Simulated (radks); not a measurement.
Spherical quantum dot in the effective-mass picture: electrons in a well V = -V0 / (1 + exp((r - R)/a)) with V0 = 11.3, R = 3.7, a = 0.21, all in effective atomic units (hartree* = m*/eps^2 hartree, bohr* = eps/m* bohr), one dielectric constant everywhere. Calculated with a radial shooting solver with Libxc functionals: non-relativistic Kohn-Sham, LDA (Slater exchange, Perdew-Wang correlation), spin-polarised, spherical densities. Levels are named by radial order and angular momentum (1s, 1p, 1d, 2s, ...), and open shells are averaged over m. Results are scaled to m* = 0.099 and eps = 7.2, for which hartree* = 51.97 meV and bohr* = 3.849 nm.

N = 9, configuration 1s2 1p6 1d(up 1, down 0). This is the lowest configuration that the search found. Occupied and some empty levels:

level    occupation  eigenvalue (meV)  <r> (nm)
1s up             1           -399.32     8.418
1s down           1           -398.32     8.393
1p up             3           -385.69     9.147
1p down           3           -384.59     9.139
1d up             1           -364.90     9.689
1d down           0           -363.75     9.687
1f up             0           -338.14     10.12
2s up             0           -338.12     6.804
2s down           0           -337.57     6.811
1f down           0           -336.98     10.12
2p up             0           -303.82     7.829
2p down           0           -303.13     7.827

Energy (meV): total -4235.66, kinetic 296.25, external -5182.5, Hartree 811.49, exchange-correlation -160.88.
